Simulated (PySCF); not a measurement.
# Reading the logs of faulty runs: BGeH9Si2

All numbers below are calculated, not measured. They come from PySCF 2.14.0, an open-source quantum chemistry program, on an isolated molecule that a program drew, which may never have been made. The molecule is BGeH9Si2 (charge 0, singlet), drawn as the SMILES string `B[SiH]([SiH3])[GeH3]`.

Each row is a Hartree-Fock (HF) and frozen-core CCSD(T) single point in the cc-pV(D+d)Z basis, meant for a local HF minimum. Run 1 is clean. Each other run has one planted mistake out of seven kinds, and not every kind appears here: one electron removed, one electron added, multiplicity raised by two, geometry at a saddle point, minimal basis STO-3G, one bond length entered in bohr, all coordinates scaled. The reference is restricted for singlets and unrestricted otherwise, and also for a bond in bohr. Adding or removing an electron swaps singlet and doublet. Electrons count all cores. HOMO and LUMO are orbital energies over both spins, the gradient is its largest component, and the lowest frequency (negative if imaginary) is given only where the gradient is small. Bond lengths are over the 12 bonds as drawn. T1 is the CCSD diagnostic: over 0.02 (restricted) or 0.045 (unrestricted) a single reference is doubtful. Germanium has the cc-pVDZ-PP basis, with a core potential (ECP10MDF) in place of its 10 inner electrons, and its 3s, 3p and 3d shells are frozen in CCSD(T).

Geometry of the clean run:
```xyz
13
BGeH9Si2, angstrom
B     0.7356   -1.0087   -1.0402
Si   -0.4405    0.5225   -1.6760
Si    0.7030    1.8499   -3.2761
Ge   -0.9932    1.9152    0.2234
H     0.3881   -2.1551   -1.0938
H     1.8188   -0.7734   -0.5792
H    -1.7191    0.0562   -2.2764
H     1.9297    2.4231   -2.6710
H     1.0954    1.0360   -4.4532
H    -0.1648    2.9597   -3.7387
H     0.2776    2.5199    0.8338
H    -1.9178    3.0612   -0.2051
H    -1.7071    1.1031    1.3123
```

| run | electrons | basis functions | <S^2> | HOMO (eV) | LUMO (eV) | gradient (hartree/bohr) | lowest frequency (cm^-1) | mean bond (Å) | longest bond (Å) | T1 | HF (hartree) | CCSD(T) (hartree) | mistake |
|---|---|---|---|---|---|---|---|---|---|---|---|---|---|
| 1 | 74 | 128 | 0.000 | -10.22 | 1.05 | 2.8e-05 | 76 | 1.6470 | 2.419 | 0.0140 | -901.13642 | -901.61996 | no fault |
| 2 | 75 | 128 | 0.761 | -1.09 | 7.20 | 2.4e-02 | - | 1.6470 | 2.419 | 0.0138 | -901.13493 | -901.63904 | one electron added |
| 3 | 74 | 128 | 2.023 | -7.32 | -1.73 | 4.3e-02 | - | 1.6470 | 2.419 | 0.0187 | -901.01771 | -901.49365 | multiplicity raised by two |
| 4 | 74 | 128 | 0.000 | -10.56 | 1.26 | 6.5e-02 | - | 1.5037 | 2.209 | 0.0142 | -901.04024 | -901.52341 | ? |

**Which mistake was planted in run 4, and what did it cost?**

The mean and the longest bond both change by the same factor, 0.913, and the gradient is no longer small. So the mistake is: all coordinates scaled. Subtracting run 1 and multiplying by 627.51 kcal/mol a hartree, the energy moved by 60.4 kcal/mol in HF and 60.6 kcal/mol in CCSD(T).

